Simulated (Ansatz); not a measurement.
A structure relaxed at PBE-D4/def2-SVP in Ansatz, charge 0, singlet:

```xyz
34

Ga    1.601    0.613   -3.528
Ga   -2.333    1.763    2.713
Ga    1.420    1.914    0.381
Ga   -1.934    0.259   -1.426
Ga    0.178   -3.182   -2.286
Ga    0.026   -1.806    1.599
Ga    3.598   -1.495   -0.438
As   -3.262    1.367    0.447
As    0.121    1.574   -1.672
As    2.071   -1.564   -2.407
As   -0.203    2.876    2.094
As   -1.472   -0.512    3.205
As    1.951   -0.352    1.155
As   -1.181   -1.898   -0.535
H     2.878    1.544   -3.528
H     0.620    0.426   -4.753
H    -3.252    2.458    3.783
H     2.609    2.945    0.313
H    -2.913    0.222   -2.659
H    -0.712   -3.121   -3.591
H     0.607   -4.511   -1.547
H     0.315   -3.177    2.318
H     4.748   -0.429   -0.641
H     3.801   -2.935    0.180
H    -3.840    2.706   -0.006
H    -4.598    0.660    0.664
H    -0.357    2.973   -2.064
H     2.966   -2.240   -3.448
H    -0.569    4.320    1.758
H     0.507    3.174    3.413
H    -0.841   -0.425    4.592
H    -2.689   -1.339    3.613
H     2.607   -0.151    2.522
H    -2.469   -2.659   -0.219
```

Task: Give its formula and point group.

Result: Ga7As7H20, a nanocrystal cut from zinc blende GaAs (hydrogen-capped). Point group C3v (tolerance 0.1 Å).

Task: Summarise the bond lengths by kind (pairs closer than 1.2 times the sum of covalent radii, bridged metal pairs left out).

Result: 18 × As–Ga 2.45 to 2.56 Å; 10 × As–H 1.53 Å; 10 × Ga–H 1.57 to 1.58 Å.

Single mean-field runs in def2-SVP are fitted with def2-universal-jkfit.
